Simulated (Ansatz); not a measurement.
`C[SiH2]O[SiH3]` + `C=COC` → `C=C[SiH](C)O[SiH3]` + CH₃OH  (formal exchange of groups at the Si–H bond)

Computed with Ansatz on PBE0-D4/def2-TZVP structures; ΔE is electronic, products minus reactants. CCSD(T)/CBS is the MP2 limit (def2-TZVPP, def2-QZVPP) plus CCSD(T) − MP2 in def2-TZVPP, frozen cores. This one scheme is used for every species. Functionals use def2-TZVPP. Each species was taken in one conformer, which may not be the lowest.

| species | PBE-QIDH energy (Eh) |
| --- | --- |
| `C[SiH2]O[SiH3]` | -696.72450 |
| `C=COC` | -192.93370 |
| `C=C[SiH](C)O[SiH3]` | -774.04951 |
| CH₃OH | -115.62483 |

(1) Work out ΔE.

Largest T1 diagnostic among the species: 0.012.

Results:

(1) ΔE = (-774.04951) + (-115.62483) − (-696.72450) − (-192.93370) = -0.01614 Eh = -42.4 kJ/mol. CCSD(T)/CBS gives -50.0 kJ/mol.

From PBE to PBE0 (25 % exact exchange), in def2-TZVPP and without D4, ΔE moves by −4.8 kJ/mol. In def2-TZVPP, CCSD(T) changes the Hartree–Fock value by −6.9 kJ/mol (the triples alone add +0.5 kJ/mol) and MP2 by −8.7 kJ/mol.
